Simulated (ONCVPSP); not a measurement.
## vanadium (V), ONCV: configuration errors across variants

| Property | Result |
| --- | --- |
| Element | vanadium |
| Generator | ONCVPSP 4.0.1 |
| Type | optimised norm-conserving Vanderbilt (ONCV) |
| Functional | PBE |
| Relativity | scalar-relativistic |
| Frozen core | [Ne] |
| Valence charge | 13 |
| Reference configuration | 3s2 3p6 3d3 4s1 4p1 |
| Partial waves | 3s+4s: rc 1.35 bohr, ncon 4, nbas 8, qcut 8 1/bohr, 2 projectors; 3p+4p: rc 1.55 bohr, ncon 5, nbas 9, qcut 6.9 1/bohr, 2 projectors; 3d: rc 1.70 bohr, ncon 3, nbas 7, qcut 8.7 1/bohr, 2 projectors, debl 3.5 Ha |
| Local potential | polynomial inside 1.20 bohr (lpopt 4, dvloc0 -1 Ha) |
| Core correction | none |

All-electron excitation energies from the reference (eV): (1) 3s2 3p6 3d3 4s2 4p0 -3.347; (2) 3s2 3p6 3d3 4s1 4p0 4.388; (3) 3s2 3p6 3d3 4s0 4p0 18.683; (4) 3s2 3p6 3d4 4s0 4p0 3.850.

2 further variants failed, have other tests or another functional or relativity, and are left out.

Errors AE − PS in meV (a dash: test not solved or not reliable):

| change | (1) | (2) | (3) | (4) | bound ghosts | GHOST(+) flags above zero |
| --- | --- | --- | --- | --- | --- | --- |
| base | +0.5 | -0.2 | +0.5 | +30 | none | none |
| s: rc 0.94; local potential polynomial inside 0.94 bohr (lpopt 4, dvloc0 -1 Ha) | +0.5 | -0.2 | +0.7 | +30 | none | none |
| core correction Teter function, fcfact 4.25, rcfact 1.55 | +0.4 | -0.2 | +0.2 | +29 | none | none |
| p: qcut 4.3 | +0.6 | -0.2 | +0.5 | +27 | none | none |
| d: debl 4 | +0.5 | -0.2 | +0.5 | +29 | none | none |
| s: qcut 9.3; p: qcut 8; d: qcut 10.1 | +0.4 | -0.2 | +0.2 | +19 | none | none |
| local potential polynomial inside 1.20 bohr (lpopt 4, dvloc0 -2 Ha) | +0.5 | -0.2 | +0.5 | +30 | none | none |

(1) Give the same row for: p: rc 2.

Results:

(1) +0.5, -0.2, +0.2, +27; bound ghosts: none; GHOST(+) flags above zero: none.
